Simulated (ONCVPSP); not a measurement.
# Configuration tests for magnesium (ONCV)

magnesium (Mg), optimised norm-conserving Vanderbilt (ONCV), made with ONCVPSP 4.0.1 (PBEsol, scalar-relativistic). Core [He], reference 2s2 2p6 3s1 (charge +1). Waves: 2s+3s: rc 1.20 bohr, ncon 4, nbas 7, qcut 11.8 1/bohr, 2 projectors; 2p: rc 0.60 bohr, ncon 4, nbas 7, qcut 15.9 1/bohr, 2 projectors, debl 3.2 Ha. Local part: polynomial inside 0.50 bohr (lpopt 5, dvloc0 0 Ha). Core correction: none.

Energies are relative to the spin-unpolarised reference configuration 2s2 2p6 3s1; without spin polarisation the order of configurations can differ from experiment.

Q: Give the all-electron excitation energy and the error of the potential for: 2s2 2p6 3s2; 2s2 2p6 3s0; 2s2 2p6 3s1.5; 2s2 2p5 3s2.

A:

| valence configuration | charge | ΔE all-electron (eV) | error AE − PS (meV) |
| --- | --- | --- | --- |
| 2s2 2p6 3s2 | 0 | -7.921 | 0.0 |
| 2s2 2p6 3s0 | +2 | 14.816 | -0.3 |
| 2s2 2p6 3s1.5 | +0.5 | -4.792 | 0.0 |
| 2s2 2p5 3s2 | +1 | 50.534 | +47 |
